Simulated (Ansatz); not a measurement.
A structure relaxed at PBE0-D4/def2-TZVP, charge 0, multiplicity 1:

Cartesian coordinates in Å:
```
O 0.386 0.330 1.426
Si -0.084 -0.145 -0.038
O 0.375 0.990 -1.082
F 0.542 -1.542 -0.443
F -1.649 -0.381 -0.058
H -0.082 -0.002 2.193
H 0.513 0.749 -1.998
```

**Question.** Give its formula and SMILES.

**Answer.** F2H2O2Si, `O[Si](O)(F)F`.

**Question.** Point group (tolerance 0.08 Å, 0.16 Å for H)?

**Answer.** C2.

**Question.** Summarise the bond lengths by kind.

**Answer.** 2 × O–Si 1.609 Å; 2 × H–O 0.957 Å; 2 × F–Si 1.583 Å.

Computed with Ansatz.
